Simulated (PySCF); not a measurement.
**NbO2I, singlet: structure and spectrum**

Method: PBE in PySCF with Nb def2-SVP with ECP28, O def2-SVP, I def2-SVP with ECP28; scalar-relativistic core potentials, no spin–orbit coupling; density-fitted integrals.

The structure is a minimum.

```
Point group                                                                   : Cs
Bond lengths                                                                  : Nb–I 2.700 Å, Nb–O 1.720 Å (×2)
Bond angles                                                                   : I–Nb–O 111.7° (×2), O–Nb–O 105.6°
Dipole moment                                                                 : 4.41 D
Lowest empty level                                                            : -4.59 eV
Heat capacity Cp at 298.15 K                                                  : 67.0 J/(mol K)
Highest occupied level                                                        : -6.70 eV
Zero-point energy                                                             : 16.6 kJ/mol
Principal quadrupole moments (Buckingham, traceless) about the centre of mass : -10.87, -6.59, 17.46 D Å
Rotational constants                                                          : 0.2278, 0.03095, 0.02853 cm⁻¹
Rotational symmetry number                                                    : 1
Enthalpy at 298.15 K above 0 K                                                : 16.01 kJ/mol
Entropy at 298.15 K and 1 bar                                                 : 335.2 J/(mol K)
Atomisation energy without zero-point energy                                  : 1873 kJ/mol
Principal polarisabilities                                                    : 45.0, 59.2, 96.3 bohr³
```

Harmonic modes (masses in u: Nb 92.906, O 15.995, I 126.904):
```tsv
symmetry	ω (cm⁻¹)	IR (km/mol)	μ (u)	type
a'	126	19.0	22.08	bend
a''	140	0.3	19.01	bend
a'	222	35.0	55.47	mixed
a'	348	7.1	19.42	bend
a''	948	159	18.87	stretch
a'	983	128	17.81	stretch
```

Charges (e):
```json
{"atom": "Nb1", "Mulliken": "0.72", "Löwdin": "0.00", "polar tensor": "1.72", "Mayer order to Nb1": "–"}
{"atom": "O2,3", "Mulliken": "-0.28", "Löwdin": "-0.09", "polar tensor": "-0.66", "Mayer order to Nb1": "2.29"}
{"atom": "I4", "Mulliken": "-0.17", "Löwdin": "0.18", "polar tensor": "-0.40", "Mayer order to Nb1": "1.24"}
```

Mulliken populations on Nb1 (electrons outside its core potential): s 2.29, p 6.46, d 3.44, f 0.10.

Formally Nb is in oxidation state +5, d0. The polar-tensor charge on Nb, 1.72, is far below the formal one.

Only a few start shapes were tried, so a lower isomer may exist.

The final relaxation and frequency run took of the order of 6 core-minutes on a shared host.
